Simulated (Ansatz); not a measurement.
Reaction (silylene formation by 1,1-elimination): `O[Si@H](F)[Si@H](O)F` → `O[SiH2]F` + `O[Si]F`

Calculated with Ansatz (gas phase, PBE0-D4/def2-TZVP geometries, no zero-point term in ΔE). CCSD(T)/CBS adds triple-zeta CCSD(T) − MP2 to the extrapolated MP2 energy (def2 sets, frozen cores). This one scheme is used for every species. Functionals use def2-TZVPP. B3LYP here is the variant with VWN-RPA as its local correlation; programs differ in this. HSE06 is defined as in plane-wave codes. Each species was taken in one conformer, which may not be the lowest.

```tsv
level	ΔE (kcal/mol)	difference from CCSD(T)/CBS
B97M-V	25.7	0.4
PBE0-D4	29.2	3.9
PBE-QIDH	28.7	3.4
PBE	24.6	-0.7
BLYP	17.2	-8.1
r2SCAN	29.0	3.7
B3LYP	20.7	-4.6
r2SCANh	29.2	3.9
r2SCAN0	29.6	4.3
HSE06	27.2	1.9
RPA@PBE/def2-TZVPP	20.6	-4.7
HF/def2-SVP	21.7	-3.6
SCS-MP2/def2-TZVPP	23.8	-1.5
CCSD(T)/def2-TZVPP	23.8	-1.5
SCS-MP2/def2-QZVPP	24.7	-0.6
HF/CBS(def2)	22.4	-2.9
CCSD(T)/CBS	25.3	0
```

Largest T1 diagnostic among the species: 0.015.

At CCSD(T), def2-SVP lies −5.1 kcal/mol from the extrapolated value and def2-TZVPP −1.5 kcal/mol. From PBE to PBE0 (25 % exact exchange), in def2-TZVPP and without D4, ΔE moves by +2.6 kcal/mol.
